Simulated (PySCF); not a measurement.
## MSn for M along the fourth-period p block

PBE with double-zeta basis sets in PySCF, for the lowest determinant that a PBE0 search found; no spin–orbit coupling. De refers to high-spin ground-configuration atoms. A positive dipole means M(−)Sn(+).

```
 M     basis  state (unpaired electrons)  Re (Å)  ωe (cm⁻¹)  De (eV)  μ (D)
Ga  def2-SVP         quartet (σ ↑, π ↑↑)   2.691        178     2.31  -0.61
Ge  def2-SVP              triplet (π ↑↑)   2.620        225     2.87   0.59
As  def2-SVP               doublet (π ↑)   2.476        275     2.93   1.53
Se  def2-SVP      singlet (closed shell)   2.370        318     4.90   2.61
Br  def2-SVP               doublet (π ↑)   2.560        238     3.67   2.34
```

The shortest bond is that of SnSe (2.370 Å), the longest that of GaSn (2.691 Å). SnSe is bound most strongly (4.90 eV) and GaSn least (2.31 eV).

The state changes along the series, so neighbouring rows are not always alike in their bonding.

Spin–orbit coupling is left out, which matters for elements this heavy, above all for dissociation energies. States were picked by a PBE0 search and need not be the measured ground states.
